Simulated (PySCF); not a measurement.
A structure optimised at B3LYP-D3(BJ)/def2-SVP, used in a PySCF frequency run:

```xyz
19

C     -2.0533    -1.4197     0.4406
O     -0.7628    -0.9229     0.6759
Si    -0.0338     0.3661    -0.1042
C     -0.8071     1.9897     0.3907
C     -0.0962     0.0837    -1.9582
O      1.5323     0.3944     0.4479
C      2.4195    -0.6984     0.4071
H     -2.2288    -2.2896     1.0939
H     -2.1920    -1.7514    -0.6066
H     -2.8375    -0.6701     0.6626
H     -1.8697     2.0304     0.1001
H     -0.2920     2.8352    -0.0926
H     -0.7431     2.1274     1.4815
H      0.3523    -0.8862    -2.2283
H      0.4560     0.8743    -2.4916
H     -1.1325     0.0883    -2.3349
H      3.3402    -0.4288     0.9487
H      1.9845    -1.5947     0.8838
H      2.7014    -0.9633    -0.6300
```

Question: Write its SMILES and formula.

Answer: CO[Si](C)(C)OC, C4H12O2Si

Question: What are its rotational constants (standard atomic weights)?

Answer: 2.3762, 1.6488, 1.4275 GHz
